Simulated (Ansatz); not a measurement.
One geometry of BiF₃, several levels of theory.

```yaml
crystal:
  periodic: [false, false, false]
  atoms:
    - {symbol: Bi, position_ang: [-0.004932, 0.004660, 0.772834]}
    - {symbol: F, position_ang: [1.736709, -0.029970, -0.246795]}
    - {symbol: F, position_ang: [-0.841135, 1.515863, -0.271975]}
    - {symbol: F, position_ang: [-0.890642, -1.490563, -0.254054]}
basis:
  gaussian: {orbitals: def2-TZVP, initial_orbitals: start.molden}
hamiltonian: {xc: hf}
scf: {omitted_lower_state_checks: [starts]}
output: {orbitals: {seedname: orbitals}}
```

The file start.molden holds the orbitals of an earlier run on this structure, at another level or in another basis.

```sh
$ ansatz run in.yaml --threads 4 --pin off --events-out ev --progress --plain --max-ram 3916MiB
```

Output, abridged:

```
Functional definition: HF
1139 factors; their error is unknown
mean field evaluation 1: about -13932.7825 eV, gradient 2.9e1 eV
mean field evaluation 2: about -13933.8285 eV, gradient 1.4e0 eV
mean field evaluation 4: about -13934.3188 eV, gradient 9.4e-1 eV
mean field -13934.31936249 eV, -512.0767915507 hartree, gradient 1.2e-5 eV, S^2 0.000000; 0 other end points of the search recorded, 0 dependent functions left out
reference -13934.31936249 eV, -512.0767915507 hartree; 25, 25 occupied and 118, 118 virtual orbitals, 1139 factors
Total energy: -13934.31936249 eV, -512.0767915507 hartree
Checks for a lower state left out: starts
```

Hardware: 4 threads of AMD EPYC 7R43 on a shared host. Wall time 0.5 s.

First input, but with `hamiltonian: {xc: pbe, dispersion: d4}` (abridged; 0.7 s):

```
Functional definition: PBE
mean field -13990.88997188 eV, -514.1557231009 hartree, gradient 8.1e-6 eV, S^2 0.000000
Total energy: -13990.96386567 eV, -514.1584386473 hartree
Checks for a lower state left out: starts
```

The first input with `correlation: {method: mp2}` and without the key `hamiltonian` (abridged; 0.95 s):

```
Functional definition: HF
mean field -13934.31969899 eV, -512.0768039167 hartree, gradient 2.7e-6 eV, S^2 0.000000
7 core orbitals not correlated: weight in the atoms' cores, before any rotation towards them, 1.000 or more for the frozen orbitals, at most 0.000 for the correlated occupied ones
second order -32.48096590 eV of doubles, -0.00000000 eV of singles
Total energy: -13966.80066489 eV, -513.2704573970 hartree
Checks for a lower state left out: starts
```

As the first input, with `hamiltonian: {xc: {name: PBE-QIDH}}` and without the key `output` (abridged; 1.6 s):

```
Functional definition: PBE-QIDH
mean field -13970.33790665 eV, -513.4004486342 hartree, gradient 2.4e-6 eV, S^2 0.000000
7 core orbitals not correlated: weight in the atoms' cores, before any rotation towards them, 1.000 or more for the frozen orbitals, at most 0.000 for the correlated occupied ones
second order -36.15591790 eV of doubles, -0.00000000 eV of singles
Total energy: -13982.38988798 eV, -513.8433507790 hartree
Checks for a lower state left out: starts
```

The first input with `hamiltonian: {xc: {name: B97M-V}}` (abridged; 3.2 s):

```
Functional definition: B97M-V
mean field -13994.57401213 eV, -514.2911090829 hartree, gradient 7.8e-6 eV, S^2 0.000000
Total energy: -13994.57406342 eV, -514.2911109676 hartree
Checks for a lower state left out: starts
```

The first input with `hamiltonian: {xc: r2scan, dispersion: d4}`, `output: {forces: true, orbitals: {seedname: orbitals}}` (abridged; 1.4 s):

```
Functional definition: r2SCAN
mean field -13996.98451233 eV, -514.3796933313 hartree, gradient 1.8e-5 eV, S^2 0.000000
Total energy: -13997.00029528 eV, -514.3802733441 hartree
Atom 0 force     0.004182    -0.004163    -0.676121 eV/Å
Atom 1 force    -0.479767     0.009083     0.222341 eV/Å
Atom 2 force     0.230841    -0.417387     0.229333 eV/Å
Atom 3 force     0.244745     0.412467     0.224447 eV/Å
Dipole moment:    -0.006592     0.006305     1.043591 e Å
Checks for a lower state left out: starts
```

As the first input, with `hamiltonian: {xc: lda}` (abridged; 0.45 s):

```
Functional definition: SPW92
mean field -13938.47969348 eV, -512.2296808947 hartree, gradient 9.2e-6 eV, S^2 0.000000
Total energy: -13938.47972559 eV, -512.2296820746 hartree
Checks for a lower state left out: starts
```

Geometry: PBE-D4/def2-TZVP.

In the def2 sets Bi takes a core potential; there is no spin–orbit coupling. Correlated methods freeze 7 core orbitals; core or outer-core shells of Bi are correlated, in sets that lack core-valence functions.
